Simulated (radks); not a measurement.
The numbers below are computed, except where a source is named.
Task: The mean radii <r> (bohr) of the occupied orbitals of an atom or ion are listed with their occupations. Code: a radial shooting solver on a logarithmic mesh with Libxc functionals. Model: Dirac Kohn-Sham, PBE, spin-unpolarised, spherical densities, finite nucleus; Fermi nuclear charge, rms radius of each element as measured or else 0.836 A^(1/3) + 0.57 fm.

orbital  occ.      <r>
1s1/2       2  0.01899
2s1/2       2  0.07978
2p1/2       2  0.06612
2p3/2       4  0.07385
3s1/2       2   0.2082
3p1/2       2   0.1981
3p3/2       4   0.2124
3d3/2       4   0.1863
3d5/2       6   0.1908
4s1/2       2   0.4682
4p1/2       2   0.4747
4p3/2       4   0.5076
4d3/2       4   0.5287
4d5/2       6   0.5402
5s1/2       2    1.125
5p1/2       2    1.239
5p3/2       4    1.334
4f5/2       6   0.6636
4f7/2       8   0.6750

Name the element and its charge. Open shells, if any, fill j = l - 1/2 first.

Result: Z = 72, hafnium, charge +4: Hf4+ in [Xe] 4f14. The 1s radius gives Z: for a bare nucleus <r> = (2 gamma + 1)/(2Z) with gamma = sqrt(1 - (Z/c)^2), 0.01876 bohr for Z = 72, and screening makes it slightly larger (0.01899 here). The occupations add up to 68, and the charge is Z minus that.
